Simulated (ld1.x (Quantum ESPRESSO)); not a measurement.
Plane-wave convergence, TM potential for tellurium (Te)

```json
{"Element": "tellurium (Te)", "Generator": "ld1.x (Quantum ESPRESSO) 7.5", "Type": "norm-conserving Troullier–Martins (Kleinman–Bylander form)", "Functional": "PBE", "Relativity": "fully relativistic", "Frozen core": "[Kr] 4d10", "Valence charge": "6", "Reference configuration": "5s2 5p1 (charge +3)", "Partial waves": "5p (bound): rc 2.15 bohr; 5s (bound): rc 1.65 bohr", "Local potential": "the s channel", "Core correction": "none"}
```

Open shells are filled in proportion to 2j + 1 (rel_dist='average').

The pseudo-atom Hamiltonian at the reference potential is diagonalised in spherical Bessel functions j_l(qr) that vanish at 20 bohr, with q² up to the cutoff. All-electron valence levels (Ry): 5p1/2 -2.3847, 5p3/2 -2.2949, 5s -3.1366.

How do the lowest levels (Ry) of each channel move with the cutoff, and are there ghosts?

```csv
cutoff (Ry),p1/2 #1,p3/2 #1,s #1,s #2,d #1,d #2,f #1,Σ f·Δε (mRy)
8,-2.3414,-2.2569,-3.0660,-1.2005,-1.5036,-0.6912,-0.7365,180.9
10,-2.3546,-2.2704,-3.1022,-1.2161,-1.5043,-0.6917,-0.7393,95.2
15,-2.3806,-2.2922,-3.1158,-1.2247,-1.5089,-0.6930,-0.7403,44.9
21,-2.3836,-2.2938,-3.1221,-1.2258,-1.5193,-0.6967,-0.7405,30.2
25,-2.3837,-2.2940,-3.1273,-1.2272,-1.5214,-0.6975,-0.7409,19.7
30,-2.3841,-2.2945,-3.1329,-1.2290,-1.5225,-0.6979,-0.7411,7.9
40,-2.3846,-2.2948,-3.1350,-1.2299,-1.5228,-0.6980,-0.7412,3.3
50,-2.3847,-2.2949,-3.1356,-1.2300,-1.5233,-0.6982,-0.7412,2.1
55,-2.3847,-2.2949,-3.1360,-1.2301,-1.5234,-0.6983,-0.7412,1.3
60,-2.3847,-2.2949,-3.1363,-1.2302,-1.5235,-0.6983,-0.7412,0.7
80,-2.3847,-2.2949,-3.1365,-1.2303,-1.5235,-0.6983,-0.7413,0.3
400,-2.3847,-2.2949,-3.1366,-1.2303,-1.5236,-0.6983,-0.7413,0.0
```

Result: no extra level below or beside the all-electron valence levels (p1/2, p3/2, s, d, f tested); 10 mRy is reached at 30 Ry and 1 mRy at 60 Ry.
